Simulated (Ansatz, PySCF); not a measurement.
The pair A = dimethyl telluride (SMILES C[Te]C) (first 9 atoms), B = H2O (SMILES O); geometry from B3LYP-D3(BJ)/def2-TZVP.
(charge 0, multiplicity 1):
```xyz
12

C      0.225    -1.312     0.074
Te     0.166     0.842     0.098
C      0.171     1.040    -2.055
H      1.132    -1.646    -0.424
H      0.229    -1.620     1.117
H     -0.657    -1.695    -0.433
H      1.079     0.601    -2.459
H      0.143     2.103    -2.285
H     -0.708     0.552    -2.468
O      0.174    -0.053     3.301
H     -0.608     0.511     3.303
H      0.923     0.553     3.312
```

Correlated levels freeze the cores. Filled d and f shells under p-block atoms count as core. CBS: X⁻³ extrapolation of the correlation energy, Hartree–Fock from the larger set. MP2 and its Hartree–Fock in def2-TZVPPD are density fitted.

Codes used: Ansatz (Gaussian orbitals); PySCF for the dispersion terms. Values without a source in brackets are computed. In def2 rows elements past Kr take small-core potentials, without spin–orbit coupling.

The monomers are drawn apart, rigid, along the line of their centres of mass. Counterpoise-corrected interaction energies (kcal/mol):

```
level                                                 R = 4.808 Å  R = 6.138 Å
----------------------------------------------------  -----------  -----------
PBE/def2-TZVPPD                                           -0.8947      -0.2778
PBE-D3(BJ)/def2-TZVPPD                                    -1.2010      -0.3529
wB97M-V/def2-TZVPPD                                       -1.0552      -0.3390
MP2/CBS(def2-SVPD, def2-TZVPPD) + ΔCCSD(T)/def2-SVPD      -1.0345      -0.3312
```

R is the distance of the centres of mass. Find the local exponent m of E ∝ R⁻ᵐ between the two points.


m = ln(E₁/E₂)/ln(R₂/R₁): PBE/def2-TZVPPD 4.8; PBE-D3(BJ)/def2-TZVPPD 5.0; wB97M-V/def2-TZVPPD 4.6; MP2/CBS(def2-SVPD, def2-TZVPPD) + ΔCCSD(T)/def2-SVPD 4.7. For scale, two fixed dipoles give m = 3, dipole and quadrupole 4, quadrupoles 5, and dispersion or dipole-induced dipole 6 at long range; at these distances several terms mix, and what is left of overlap and damping shifts m, so it need not match one of them.

Ansatz is a quantum-chemistry and plane-wave program.
